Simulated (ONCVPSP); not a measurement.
**Ni (Z = 28): one change to an ONCV potential, before and after**

- Element: nickel
- Generator: ONCVPSP 4.0.1
- Type: optimised norm-conserving Vanderbilt (ONCV)
- Functional: PBEsol
- Relativity: scalar-relativistic
- Frozen core: [Ne] 3s2
- Valence charge: 16
- Reference configuration: 3p6 3d9 4s1
- Partial waves: 4s: rc 1.90 bohr, ncon 3, nbas 7, qcut 3.6 1/bohr, 2 projectors, debl 3.8 Ha; 3p: rc 0.70 bohr, ncon 5, nbas 9, qcut 9.9 1/bohr, 3 projectors, debl 1.9 Ha; 3d: rc 1.60 bohr, ncon 4, nbas 8, qcut 8.2 1/bohr, 1 projector
- Local potential: polynomial inside 0.55 bohr (lpopt 4, dvloc0 6 Ha)
- Core correction: Teter function fitted to the true core (icmod 2), fcfact 0.35

In the p channel the program set the typed energies aside and used -2.438, 0.250, 2.150 Ha.

All-electron outer shells of the reference configuration (PBEsol, scalar-relativistic, ld1.x):

```json
{"shell": "3s", "level (eV)": "-105.72", "outermost node (bohr)": "0.30", "outermost maximum (bohr)": "0.64"}
{"shell": "3p", "level (eV)": "-66.33", "outermost node (bohr)": "0.27", "outermost maximum (bohr)": "0.65"}
{"shell": "3d", "level (eV)": "-4.67", "outermost node (bohr)": "–", "outermost maximum (bohr)": "0.63"}
{"shell": "4s", "level (eV)": "-4.49", "outermost node (bohr)": "0.93", "outermost maximum (bohr)": "2.35"}
```

Change: all radii but the core radius scaled by about 1.33 (s 2.52, p 0.94, d 2.14 bohr); local potential polynomial inside 0.74 bohr (lpopt 4, dvloc0 6 Ha).

Cutoffs: the cutoffs (Ha) at which the residual kinetic energy of the hardest occupied pseudo-wave falls to 1 and 0.1 mHa per electron; they do not see the model core or the augmentation charge, which bear on the density cutoff. Errors are all-electron minus pseudo energies relative to the spin-unpolarised reference configuration.

Task: What does the change do?

Result: The potential gets softer (203 Ha and 463 Ha → 39 Ha and 160 Ha); the bound ghost in p, s disappears; the lowest positive-energy flag moves from none to s at 15.4 eV; of the 4 tests that both files solve, the error grows in 3 and shrinks in 0 by more than 15 % and 0.3 meV (median size 5.6 → 94.3 meV). A larger radius leaves more room for a smooth pseudo-wave, so fewer plane waves are needed. More of the atom is replaced by a form fitted at one configuration, so other configurations suffer.

| quantity | base | changed |
| --- | --- | --- |
| cutoff, loose | 203 Ha | 39 Ha |
| cutoff, tight | 463 Ha | 160 Ha |
| loose cutoff by channel | s 4.9 Ha, p 203 Ha, d 32 Ha | s 4.1 Ha, p 39 Ha, d 25 Ha |
| bound ghosts | s, p | none |
| GHOST(+) flags under 300 eV | none | s at 15.4 eV |
| error for 3p6 3d8 4s2, meV [ΔE 1.61 eV] | -7.9 | +120 |
| error for 3p6 3d8 4s1, meV [ΔE 10.95 eV] | -3.3 | +69 |
| error for 3p6 3d8 4s0, meV [ΔE 28.21 eV] | -2.4 | -33 |
| error for 3p5 3d8 4s2, meV [ΔE 81.01 eV] | -893 | -963 |
| rms error of d²Exc/dni dnj with the model core, mHa | 1.10 | 2.82 |

 A true bound ghost makes a file unfit for plane-wave use even where its test errors are small: the radial tests pick states by their node count and pass the ghost by.
